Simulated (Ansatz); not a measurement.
Frontier orbitals of FI₃Sn (`[F][Sn]([I])([I])[I]`).

```xyz
5

F     1.618   -0.922   -0.619
Sn    0.045   -0.026   -0.017
I     0.230    2.455   -0.921
I    -1.993   -1.349   -1.068
I     0.099   -0.159    2.626
```

Total charge 0; spin multiplicity 1. Correlated methods include outer-core shells of I, Sn, which these sets cover unevenly. Sn, I: def2 effective core potential. The structure was optimised at the PBE0-D4/def2-TZVP level. Basis def2-TZVPP, Ansatz 0.2.0.

```json
{"functional": "PBE", "HOMO (eV)": "-6.96", "LUMO (eV)": "-4.26", "gap (eV)": "2.70"}
{"functional": "BLYP", "HOMO (eV)": "-6.76", "LUMO (eV)": "-4.17", "gap (eV)": "2.59"}
{"functional": "PBE0", "HOMO (eV)": "-8.12", "LUMO (eV)": "-3.56", "gap (eV)": "4.56"}
{"functional": "r2SCANh", "HOMO (eV)": "-7.70", "LUMO (eV)": "-3.93", "gap (eV)": "3.77"}
{"functional": "r2SCAN0", "HOMO (eV)": "-8.33", "LUMO (eV)": "-3.53", "gap (eV)": "4.80"}
{"functional": "LC-ωPBE", "HOMO (eV)": "-10.71", "LUMO (eV)": "-1.59", "gap (eV)": "9.12"}
{"functional": "ωB97M-V", "HOMO (eV)": "-10.23", "LUMO (eV)": "-1.76", "gap (eV)": "8.47"}
```

Against PBE, PBE0 changes HOMO and LUMO by −1.16 and +0.70 eV, ωB97M-V by −3.27 and +2.50 eV. A gap of 2.70 eV thus becomes 8.47 eV for the same molecule, so an orbital gap means little without its functional.

LC-ωPBE has ω = 0.4 bohr⁻¹.
